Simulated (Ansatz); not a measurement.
Species: BOF, charge 0, triplet. This triplet is an excited state, 4.4 eV above the singlet at CCSD(T)/cc-pV5Z (Ansatz, a program for electronic structure). BOF (parent SMILES O=BF, triplet).
B3LYP-D3(BJ)/def2-TZVP minimum from Ansatz:
```
B
F 1 1.3157
O 1 1.3726 2 114.74
```
Charge 0, spin multiplicity 3.

Total energies in cc-pVDZ, 16 correlated electrons, 3 frozen orbitals. Open shells are spin-unrestricted; no spin-orbit coupling. Correlated methods leave the cores frozen. No relativity. The spin of BFO (parent SMILES O=BF, triplet) was assumed, and the state is the lowest solution found for it.

```
method    program  energy (Eh)  minus CCSDT(Q) (mEh)
--------  -------  -----------  --------------------
HF         Ansatz   -198.98024                409.14
MP2        Ansatz   -199.36083                 28.55
CCSD       Ansatz   -199.37912                 10.26
CCSD(T)    Ansatz   -199.38756                  1.82
CCSDT(Q)   Ansatz   -199.38938                  0.00
```

Rough core times of Ansatz's runs on a shared machine: CCSD(T) under 20 s, CCSDT(Q) 2 min.
